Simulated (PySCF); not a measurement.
Two probes of the same atoms: core binding energy and nuclear shielding

C₇H₁₂BF.
Atom-mapped SMILES: `[CH2:1]=[CH:2][CH2:3][C@@H:4]1[CH2:5][BH:6][CH2:7][C@@H:8]1[F:9]`

Binding energies: PySCF 2.14.0, delta-SCF UKS SCAN, pcX-2 on the ionised atom, pcseg-1 elsewhere, spin-free X2C. Shieldings: GIAO PBE0/pcSseg-1, non-relativistic, same geometry.

```
atom  isotropic shielding (ppm)
  C1                       58.8
  C2                       37.6
  C3                      145.7
  C4                      137.2
  C5                      147.7
  C7                      143.7
  C8                       88.2
```

Q: What are the C 1s binding energies of these atoms?

A: 
```tsv
atom	environment	C 1s (eV)	isotropic shielding (ppm)
C1	terminal =CH2 carbon	289.97	58.8
C5	sp3 carbon bound to boron	290.00	147.7
C7	sp3 carbon bound to boron	290.19	143.7
C2	alkene CH carbon	290.39	37.6
C3	allylic carbon	290.50	145.7
C4	sp3 CH carbon	290.52	137.2
C8	sp3 C–F carbon	292.47	88.2
```

Q: Among the listed atoms, is the one with the highest binding energy also the least shielded?

A: No. The highest binding energy is at C8 (292.47 eV, shielding 88.2 ppm), the lowest shielding at C2 (37.6 ppm, 290.39 eV).

Over these 7 sites the two quantities correlate at r = -0.15. By binding energy: C1 ≈ C5 < C7 < C2 < C3 ≈ C4 < C8. By shielding: C2 < C1 < C8 < C4 < C7 < C3 < C5.

One conformer (not necessarily the lowest) at the PBE0-D3(BJ)/def2-SVP geometry, without solvent, vibrations or thermal averaging.
